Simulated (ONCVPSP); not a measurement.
Configuration tests for Al (ONCV)

Al, optimised norm-conserving Vanderbilt (ONCV), made with ONCVPSP 4.0.1 (PBE, fully relativistic). Core [He], reference 2s2 2p6 3s1.5 3p1.5. Waves: 2s+3s: rc 0.95 bohr, ncon 4, nbas 9, qcut 13.3 1/bohr, 2 projectors; 2p+3p: rc 1.30 bohr, ncon 3, nbas 7, qcut 8.3 1/bohr, 2 projectors. Local part: polynomial inside 0.75 bohr (lpopt 5, dvloc0 0 Ha). Core correction: none.

Open shells are filled in proportion to 2j + 1.

Energies are relative to the spin-unpolarised reference configuration 2s2 2p6 3s1.5 3p1.5; without spin polarisation the order of configurations can differ from experiment.

```json
{"valence configuration": "2s2 2p6 3s2 3p0", "charge": "+1", "ΔE all-electron (eV)": "3.215", "error AE − PS (meV)": "-0.1"}
{"valence configuration": "2s2 2p6 3s1 3p0", "charge": "+2", "ΔE all-electron (eV)": "22.441", "error AE − PS (meV)": "-0.7"}
```

Task: What are ΔE and the potential's error for 2s2 2p5 3s2 3p1?

Result: ΔE = 80.268 eV all-electron; the error (AE − PS) is +1540 meV.

Task: What are ΔE and the potential's error for 2s2 2p6 3s2 3p1?

Result: ΔE = -2.546 eV all-electron; the error (AE − PS) is -0.5 meV.

Levels in the configuration 2s2 2p5 3s2 3p1:

```tsv
level	all-electron (eV)	pseudo (eV)
2s j=1/2	-134.512	-133.160
2p j=3/2	-96.585	-93.300
2p j=1/2	-97.068	-93.759
3s j=1/2	-18.226	-18.182
3p j=3/2	-11.525	-11.445
3p j=1/2	-11.559	-11.479
```
